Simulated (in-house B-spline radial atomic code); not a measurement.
# Ionising Mg IX (Mg8+) with different functionals

Computed with a radial B-spline atomic code at the basis-set limit: non-relativistic Hamiltonian, point nucleus, spin-polarised at highest spin, spherical fractional occupations for the functionals, the average over the highest-spin determinants for Hartree-Fock. The ionisation energy is the difference of two self-consistent energies, [He] 2s2 → [He] 2s1, without Breit or QED terms; ε is the level of the shell that loses the electron (its least bound occupied spin orbital).

| method | rung | ΔSCF (eV) | -ε(2s) (eV) |
| --- | --- | --- | --- |
| Hartree-Fock | Hartree-Fock | ? | ? |
| HF fractional | Hartree-Fock | 323.30 | 323.60 |
| LDA VWN5 | LDA | 324.29 | 307.96 |
| LDA PW92 | LDA | 324.27 | 307.95 |
| LDA exchange-only | LDA | 321.56 | 305.87 |
| PBE | GGA | 325.33 | 308.99 |
| PBEsol | GGA | 324.47 | 308.36 |
| BLYP | GGA | 325.17 | 309.04 |
| RPBE | GGA | 325.54 | 309.11 |
| PW91 | GGA | 325.54 | 309.15 |
| BP86 | GGA | 325.37 | 309.17 |
| AM05 | GGA | 324.07 | 308.04 |
| OLYP | GGA | 325.09 | 309.24 |
| TPSS | meta-GGA | 325.28 | 309.73 |
| SCAN | meta-GGA | 324.10 | 309.92 |
| r2SCAN | meta-GGA | 324.00 | 309.84 |
| M06-L | meta-GGA | 324.35 | 310.33 |
| revTPSS | meta-GGA | 325.07 | 309.83 |
| PBE0 | global hybrid | 325.14 | 312.95 |
| B3LYP | global hybrid | 325.25 | 312.30 |
| TPSSh | global hybrid | 325.22 | 311.24 |
| M06-2X | global hybrid | 325.89 | 317.15 |
| BHandHLYP | global hybrid | 324.90 | 316.87 |
| r2SCAN0 | global hybrid | 324.17 | 313.51 |
| B97-1 | global hybrid | 325.49 | 312.42 |
| HSE06 | range-separated hybrid | ? | ? |
| wB97X | range-separated hybrid | 323.33 | 315.28 |
| CAM-B3LYP | range-separated hybrid | 325.10 | 314.27 |
| LC-wPBE | range-separated hybrid | 325.41 | 314.93 |

**Question.** What does HSE06 give?

**Answer.** ΔSCF 325.14 eV, and -ε(2s) = 312.51 eV.

**Question.** What does Hartree-Fock give?

**Answer.** ΔSCF 323.30 eV, and -ε(2s) = 323.60 eV.

**Question.** Among the functionals, which spreads more, the ΔSCF values or the orbital energies?

**Answer.** The orbital energies: ΔSCF values span about 4.33 eV and the orbital energies 11.28 eV.

**Question.** How do they compare with the NIST value?

**Answer.** NIST lists 327.99 eV ± 0.04 (semi-empirical, ground level to ground level). Errors run from -6.43 to -2.10 eV; M06-2X is closest (-2.10 eV), but part of that can be cancellation, since the calculations leave out relativity, Breit-QED terms, the near-degeneracy of s² and p². Hartree-Fock also lacks correlation.
